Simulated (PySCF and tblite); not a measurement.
Values are calculated unless marked as measured or tabulated.
2 diastereomers of C₆H₁₄O₂, numbered alike:

```
isomer                                                     SMILES  descriptors (one enantiomer)
     A  [CH3:1][O:2][C@@H:3]([CH3:4])[C@H:5]([CH3:6])[O:7][CH3:8]                        3S, 5S
     B   [CH3:1][O:2][C@H:3]([CH3:4])[C@H:5]([CH3:6])[O:7][CH3:8]                        3R, 5S
```

Each isomer is a Boltzmann average at 298.15 K over at most 7 conformers: GFN2-xTB geometries, energies PBE0/pcSseg-1 (D3(BJ) added where defined), GFN2-xTB thermal terms. Programs: PySCF with density fitting and tblite.

Rank the isomers by free energy at 298.15 K.


```
isomer  ΔG (kcal/mol)  ΔE, lowest conformer  conformers  largest weight %  rms dipole (D)
     B            0.0                   0.0           7                43            1.29
     A            0.9                   0.5           7                38            1.44
```

ΔG is for one enantiomer.

If they could interconvert freely, what would the mixture hold (chiral isomers as racemates)?

B 70 %, A 30 %. A racemate gains RT ln 2.
